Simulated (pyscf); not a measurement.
Structures and frequencies: ωB97X-D3(BJ)/def2-SVP in PySCF. Correlated levels are frozen-core, on RHF or UHF. ΔMP2 is the change of the MP2 total energy from the triple- to the quadruple-zeta basis.

SMILES: O([SiH3])P[SiH3]
```xyz
11

Si    -0.7629    -0.7479    -2.1340
O      0.7137    -0.3251    -1.4804
P      1.1621     0.1375     0.0606
Si    -0.2754     1.8489     0.4534
H     -1.5162     0.4717    -2.5440
H     -0.5071    -1.6017    -3.3223
H     -1.5607    -1.4927    -1.1144
H      0.3737    -0.7718     0.8421
H     -1.6908     1.4728     0.1652
H     -0.1368     2.2126     1.8941
H      0.0979     3.0121    -0.3997
```

Task: What is the homolytic dissociation enthalpy (298 K, CCSD(T)/def2-TZVPP + ΔMP2(QZVPP)) of the O–P bond of `[SiH3][O][PH][SiH3]`, to •O–SiH₃ + H₃Si–PH•?

Result: O–P to •O–SiH₃ + H₃Si–PH•: 88.8 kcal/mol. H₃Si–O–PH–SiH₃ lies 29.6 kcal/mol over its isomer H₃Si–O–SiH₂–PH₂, and others may lie lower still (electronic energy, ωB97M-D3(BJ)). •O–SiH₃ lies 24.9 kcal/mol over its isomer HO–SiH₂•, and others may lie lower still (electronic energy, ωB97M-D3(BJ)). Other isomers of H₃Si–PH• were not searched in full and may lie lower. The CCSD(T) − MP2 part came from Ansatz, without density fitting, on the same reference.
